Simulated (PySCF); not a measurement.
Compound: C7H7N.
Bonds: C1–C2 (double), C2–C3 (double), C3–N4, N4–C5 (aromatic), C5–C6 (aromatic), C6–C7 (aromatic), C7–C8 (aromatic), N4–C8 (aromatic). Hydrogens: H9, H10 on C1; H11 on C3; H12 on C5; H13 on C6; H14 on C7; H15 on C8.

Probes without a nucleus sit at each ring's centroid and 1 Å off its mean plane on both sides; NICS is minus the shielding there, NICSzz its component along the normal. Level: GIAO PBE0/pcSseg-1 (PySCF, non-relativistic, gas phase) on the GFN2-xTB geometry, one conformer.

Ring bond lengths (Å), with Mayer bond orders in brackets: N4–C5 1.364 (1.11), C5–C6 1.365 (1.52), C6–C7 1.412 (1.34), C7–C8 1.366 (1.52), C8–N4 1.364 (1.10).

Task: What do the NICS probes read (ppm)?

Result: 
```json
{"ring": "N4–C5–C6–C7–C8", "type": "5-membered ring with N; formal bonds all aromatic", "NICS(0)": "-12.3", "NICS(1), two faces": "-10.2 / -10.2", "NICS(1)zz, two faces": "-27.1 / -27.1", "rms pucker (Å)": "0.00", "centre to ring atoms, mean (Å)": "1.17"}
```

Task: What can be read from them?

Result: 
- N4–C5–C6–C7–C8: mean NICS(1)zz -27.1 ppm, shielded. For a flat ring without four-coordinate atoms the NICS criterion counts such a value as aromatic.

Task: What does the geometric index give? HOMA = 1 − mean of α(R − Ropt)² over the ring bonds, with Krygowski's 1993 parameters (CC: Ropt 1.388 Å, α 257.7 Å⁻²; CN: Ropt 1.334 Å, α 93.52 Å⁻²).

Result: 
- N4–C5–C6–C7–C8: HOMA 0.88; the largest term is that of C6–C7, α(R − Ropt)² = 0.15. The geometric and the magnetic index point the same way.

Conformer computed: `[CH2:1]=[C:2]=[CH:3][n:4]1[cH:5][cH:6][cH:7][cH:8]1`: C2–C3–N4–C5 0°.
